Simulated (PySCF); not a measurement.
## Electron correlation in Ne⁺ (neon, charge +1)

[He] 2s2 2p5, 2P determinant. All numbers are calculated (PySCF 2.14, the spin-free X2C one-electron Hamiltonian (Gaussian nucleus), in aug-cc-pCVTZ-DK). Frozen: nothing; 9 electrons correlated.

```tsv
level	correlation energy (mhartree)
CCSD	-276.55
(T)	-3.18
CCSD(T)	-279.73
```

Diagnostics: T1 = 0.0035, D1 = 0.0062, largest double amplitude 0.023.

Task: Is a single reference adequate?

Result: Yes: T1 lies below 0.03 and no double amplitude reaches 0.07.
